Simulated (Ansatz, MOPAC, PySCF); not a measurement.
Noncovalent pair: HCl (SMILES Cl) (first 2 atoms) with C3H6 (SMILES C=CC); geometry from B3LYP-D3(BJ)/def2-TZVP, rigid monomers moved along the line of their centres of mass till H2···C3 is 2.11 Å.
(charge 0, multiplicity 1):
```xyz
11

Cl     0.2408     0.2111     0.5384
H      0.5492     0.0915     1.7929
C      1.1441    -0.5086     3.7220
C      0.2353     0.4509     3.8759
C     -1.2443     0.2442     3.8778
H      0.8557    -1.5464     3.5965
H      2.2046    -0.2922     3.7316
H      0.5755     1.4754     4.0036
H     -1.7164     0.8180     3.0756
H     -1.5029    -0.8068     3.7456
H     -1.6822     0.5941     4.8165
```

Counterpoise-corrected where a basis set is named; no monomer relaxation. Rows marked so take none.

Rows in 6-31G* carry no dispersion term and start afresh at each structure (6-31G* with six Cartesian d functions). The state reached by AM1 isn't checked.

Programs: Ansatz (a quantum-chemistry and plane-wave program); MOPAC for AM1 (differences of heats of formation); PySCF for 6-31G* rows, the dispersion terms. Values without a source in brackets are computed.

### Question
One of these levels gives 0.18 kcal/mol for the interaction energy. Name it.
A. AM1
B. BP86/6-31G* (no counterpoise)
C. PBE-D4/def2-TZVPPD
D. HF/6-31G*

### Answer
A, AM1. The others give 1.61 (HF/6-31G*), -4.51 (PBE-D4/def2-TZVPPD), -3.43 (BP86/6-31G* (no counterpoise))
